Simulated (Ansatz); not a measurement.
**Worked example: vertical ionisation energy of BSiNH4S (SMILES S[SiH]1BN1)**

BSiNH4S has 8 atoms, charge 0, and is taken as a singlet. As SMILES, `S[SiH]1BN1`. The shape is that of a PBE0-D4/def2-TZVP optimisation. This is one conformer, not always the lowest.

Both states at this one shape; open shells run unrestricted unless said. 1 Eh = 27.2114 eV.

```
                                  level  program  singlet BSiNH4S (Eh)  doublet BSiNH4S+ (Eh)  HOMO of the first (eV)
                               HF/3-21G   Ansatz           -763.980023            -763.647852                   -9.88
                          SVWN5/cc-pVDZ   Ansatz           -766.445997            -766.119734                   -5.85
B2PLYP/cc-pVDZ, 12 core orbitals frozen   Ansatz           -769.362396            -769.032743                   -7.87
```

Task: Work out the vertical ionisation energy at each level.

Result: 
1. HF/3-21G: -763.647852 − (-763.980023) = 0.332171 Eh = 9.04 eV; −ε(HOMO) = 9.88 eV.
2. SVWN5/cc-pVDZ: -766.119734 − (-766.445997) = 0.326263 Eh = 8.88 eV; −ε(HOMO) = 5.85 eV.
3. B2PLYP/cc-pVDZ: -769.032743 − (-769.362396) = 0.329653 Eh = 8.97 eV; −ε(HOMO) = 7.87 eV.

No measured value is set beside it here; the levels span 8.88 to 9.04 eV. In Hartree–Fock, −ε(HOMO) (Koopmans) exceeds the difference of totals by the orbital relaxation of the ion. In semi-local functionals −ε(HOMO) lies far under the ionisation energy, a result of self-interaction.
